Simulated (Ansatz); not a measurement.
One change: `C/C=C\BN` becomes `B/C=C/C`.

Ansatz, PBE0-D4/def2-TZVP geometries, multiplicity 1. Each molecule was computed in one conformer, which needn't be the lowest.

```
                                        property  `C/C=C\BN`
              HOMO energy (PBE0/def2-TZVPP) / eV       -7.08
              LUMO energy (PBE0/def2-TZVPP) / eV       -0.52
             LUMO energy (B3LYP/def2-TZVPP) / eV       -0.72
               HOMO energy (PBE/def2-TZVPP) / eV       -5.97
           LUMO energy (ωB97M-V/def2-TZVPP) / eV        1.51
size of the dipole moment (B3LYP/def2-TZVPP) / D        0.98
```

Q: Give the same properties after the change, and the shifts. (An estimate is asked.)

A: Ansatz gave: 
| property | `B/C=C/C` | shift |
| --- | --- | --- |
| HOMO energy (PBE0/def2-TZVPP) / eV | -7.98 | -0.90 |
| LUMO energy (PBE0/def2-TZVPP) / eV | -1.78 | -1.26 |
| LUMO energy (B3LYP/def2-TZVPP) / eV | -1.98 | -1.26 |
| HOMO energy (PBE/def2-TZVPP) / eV | -6.97 | -1.00 |
| LUMO energy (ωB97M-V/def2-TZVPP) / eV | 0.21 | -1.30 |
| size of the dipole moment (B3LYP/def2-TZVPP) / D | 2.18 | 1.20 |

With PBE0 the HOMO falls by 0.90 eV and the LUMO falls by 1.26 eV, so the gap narrows by about 0.36 eV. PBE moves the HOMO by -1.00 eV and ωB97M-V by -0.90 eV. The zero-point energy changes by -53.6 kJ/mol with -6 modes. Dipoles are sizes alone; their direction can turn.

B3LYP here is the variant with VWN-RPA as its local correlation; programs differ in this.
